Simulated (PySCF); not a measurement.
## Adding and removing an electron: AlTl

PBE0; Al def2-SVP, Tl def2-SVP with ECP60; scalar-relativistic core potentials (PySCF 2.14). Neutral (UKS): triplet (σ ↑, π ↑), Re = 2.924 Å, ωe = 183 cm⁻¹, De = 1.35 eV, HOMO -4.15 eV, LUMO -2.68 eV.

AlTl⁺ (UKS): doublet (σ ↑), Re = 3.457 Å, ωe = 105 cm⁻¹. The energies at the minima are -414.70899 hartree for AlTl and -414.50277 for AlTl⁺.

(1) Work out the adiabatic ionisation energy, without and with harmonic zero-point energies (1 hartree = 27.2114 eV, 1 eV = 8065.5 cm⁻¹), and the change of the bond length.

These are scalar-relativistic numbers at best; spin–orbit coupling would shift them, the dissociation energy most. States were picked by a PBE0 search and need not be the measured ground states.

Answers

(1) At PBE0: 0.20622 hartree = 5.612 eV between the minima; the zero-point term (105.0 − 183.0)/2 cm⁻¹ = -0.005 eV makes it 5.607 eV. Re changes by +53.3 pm against the neutral. The electron leaves a π orbital, and the ion is left as a loose complex of an ion and an atom.
